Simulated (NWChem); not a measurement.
System: CH6O2Si2; SMILES C([SiH2]O[SiH3])=O

```xyz
11

O      0.2475    -3.1982     0.0000
C      0.6192    -2.0386     0.0000
Si    -0.6971    -0.6333     0.0000
O      0.0665     0.8238     0.0000
Si     0.2725     2.4618     0.0000
H      1.7129    -1.8043     0.0000
H     -1.5360    -0.8034    -1.2146
H     -1.5360    -0.8034     1.2146
H      1.7273     2.7566     0.0000
H     -0.3499     3.0610    -1.2103
H     -0.3499     3.0610     1.2103
```
Atoms are numbered in this order, from 1.

Program: NWChem. Pople sets run with spherical d functions. STO-3G and 3-21G are far too small for this property and stand as cheap habits. All runs use the structure optimised with B3LYP/6-31G* (spherical d). GIAO values for the isolated, static molecule; σ is the absolute isotropic shielding, δ = σ(reference) − σ with the isolated reference molecule computed at the same levels (13C: tetramethylsilane, 1H: tetramethylsilane, 17O: water, 29Si: tetramethylsilane).

```json
[
 {"level": "PBE/pcSseg-1", "δ O1 (ppm)": "951.4", "δ C2 (ppm)": "252.7", "δ Si3 (ppm)": "-62.0", "δ O4 (ppm)": "5.2", "δ Si5 (ppm)": "-40.6", "δ H7 (ppm)": "4.86", "δ H9 (rotor mean) (ppm)": "5.43"},
 {"level": "B3LYP/6-311G**", "δ O1 (ppm)": "956.8", "δ C2 (ppm)": "[?]", "δ Si3 (ppm)": "[?]", "δ O4 (ppm)": "5.4", "δ Si5 (ppm)": "[?]", "δ H7 (ppm)": "4.85", "δ H9 (rotor mean) (ppm)": "5.41"},
 {"level": "Hartree-Fock/STO-3G", "δ O1 (ppm)": "863.1", "δ C2 (ppm)": "185.9", "δ Si3 (ppm)": "-47.0", "δ O4 (ppm)": "-217.3", "δ Si5 (ppm)": "-45.7", "δ H7 (ppm)": "2.43", "δ H9 (rotor mean) (ppm)": "2.07"},
 {"level": "BHandHLYP/pcSseg-1", "δ O1 (ppm)": "984.5", "δ C2 (ppm)": "253.4", "δ Si3 (ppm)": "-57.9", "δ O4 (ppm)": "-4.2", "δ Si5 (ppm)": "-43.9", "δ H7 (ppm)": "4.44", "δ H9 (rotor mean) (ppm)": "4.92"}
]
```

What belongs in the gaps?


- B3LYP/6-311G**, δ C2 (ppm): 248.2
- B3LYP/6-311G**, δ Si3 (ppm): -61.3
- B3LYP/6-311G**, δ Si5 (ppm): -44.9
